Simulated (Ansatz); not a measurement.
BCl2, SMILES Cl[B-]Cl (connectivity only; charge and spin as stated), charge -1, multiplicity 1.

Coordinates come from a PBE0-D3(BJ)/def2-TZVPD optimisation.

Two levels are set side by side: PBE/def2-TZVPD (Ansatz, an electronic-structure program) and CAM-B3LYP/def2-TZVPD (Ansatz). Energy differences of separate SCF runs at the same geometry; the states with an electron removed or added have multiplicity 2. Differences are taken from unrounded values.

| quantity | CAM-B3LYP |
|---|---|
| vertical ionisation energy (eV) | 2.07 |
| vertical singlet–triplet gap (eV) | 1.24 |

Q: What does PBE give, and how far is it from CAM-B3LYP? (An estimate is asked for; the answer gives what the named calculation found.)

A: 
```json
[
 {"quantity": "vertical ionisation energy (eV)", "PBE": "1.93", "PBE minus CAM-B3LYP": "-0.14"},
 {"quantity": "vertical singlet–triplet gap (eV)", "PBE": "1.19", "PBE minus CAM-B3LYP": "-0.05"}
]
```
